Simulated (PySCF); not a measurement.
Molfile (atoms numbered from 1):
```
C7H11Cl
     RDKit          3D

 19 19  0  0  0  0  0  0  0  0999 V2000
    2.5040    0.2697    0.1674 C   0  0  0  0  0  0  0  0  0  0  0  0
    1.0121    0.1988    0.0533 C   0  0  0  0  0  0  0  0  0  0  0  0
    0.2552    1.2697   -0.1379 C   0  0  0  0  0  0  0  0  0  0  0  0
   -1.2402    1.2432   -0.2597 C   0  0  0  0  0  0  0  0  0  0  0  0
   -1.7359   -0.1705   -0.5170 C   0  0  2  0  0  0  0  0  0  0  0  0
   -3.5181   -0.2289   -0.3269 Cl  0  0  0  0  0  0  0  0  0  0  0  0
   -1.0755   -1.1428    0.4452 C   0  0  0  0  0  0  0  0  0  0  0  0
    0.4240   -1.1824    0.1546 C   0  0  0  0  0  0  0  0  0  0  0  0
    2.9684   -0.3942   -0.5609 H   0  0  0  0  0  0  0  0  0  0  0  0
    2.8635    1.2811   -0.0007 H   0  0  0  0  0  0  0  0  0  0  0  0
    2.8212   -0.0533    1.1590 H   0  0  0  0  0  0  0  0  0  0  0  0
    0.7054    2.2507   -0.1987 H   0  0  0  0  0  0  0  0  0  0  0  0
   -1.6837    1.6221    0.6673 H   0  0  0  0  0  0  0  0  0  0  0  0
   -1.5596    1.9087   -1.0651 H   0  0  0  0  0  0  0  0  0  0  0  0
   -1.5374   -0.4662   -1.5505 H   0  0  0  0  0  0  0  0  0  0  0  0
   -1.5084   -2.1386    0.3393 H   0  0  0  0  0  0  0  0  0  0  0  0
   -1.2457   -0.8031    1.4686 H   0  0  0  0  0  0  0  0  0  0  0  0
    0.6052   -1.7134   -0.7861 H   0  0  0  0  0  0  0  0  0  0  0  0
    0.9357   -1.7415    0.9413 H   0  0  0  0  0  0  0  0  0  0  0  0
  1  2  1  0
  2  3  2  0
  3  4  1  0
  4  5  1  0
  5  6  1  0
  5  7  1  0
  7  8  1  0
  8  2  1  0
  1  9  1  0
  1 10  1  0
  1 11  1  0
  3 12  1  0
  4 13  1  0
  4 14  1  0
  5 15  1  6
  7 16  1  0
  7 17  1  0
  8 18  1  0
  8 19  1  0
M  END
```

Method: GFN2-xTB structure, shieldings: GIAO PBE0/pcSseg-1, in PySCF (no relativistic terms, equivalent nuclei averaged, one computed conformer, in vacuum).

δ = σ(ref) − σ, references computed at the same level: 13C (σ = 186.93 ppm) vs TMS.

Q: Do the 13C shifts follow the atomic charges (in e)? Tabulate both.

A: 
```tsv
atoms	hybridisation	δ (ppm)	σ para (ppm)	Hirshfeld	IAO	Mulliken	ESP-fitted
C2	sp2	141.7	-216	+0.01	+0.01	-0.40	+0.19
C3	sp2	127.6	-194	-0.06	-0.18	-0.09	-0.20
C5	sp3	62.1	-119	+0.01	-0.08	-0.30	-0.12
C4	sp3	41.2	-102	-0.08	-0.27	-0.07	-0.23
C7	sp3	37.8	-98	-0.08	-0.26	-0.14	-0.21
C8	sp3	34.8	-95	-0.07	-0.27	-0.14	-0.08
C1	sp3	26.5	-84	-0.12	-0.42	-0.14	-0.72
```

Correlation coefficients of δ with charge over these carbons: Hirshfeld +0.60, IAO +0.76, Mulliken -0.50, ESP-fitted +0.60; with the paramagnetic shielding -1.00. Among the 5 sp3 carbons alone: Hirshfeld +0.97, IAO +0.96, Mulliken -0.75, ESP-fitted +0.61. With so few points, grouped by hybridisation, these coefficients are fragile. Charge is one influence among several: hybridisation and low-lying excitations act through the paramagnetic term.

Carbons that carry Cl, above all several Cl atoms, come out too deshielded, partly because spin–orbit coupling is missing. Shifts are as computed. Against solution values, carbons near 30 ppm lie about +3 ppm off and those near 130 ppm about +5 ppm; carbons on Cl a further +6 ppm. Of 1211 compounds with measured shifts, 218 miss one by over three times the rms of a fit or turn the order of signals round; such compounds aren't used in these exercises.
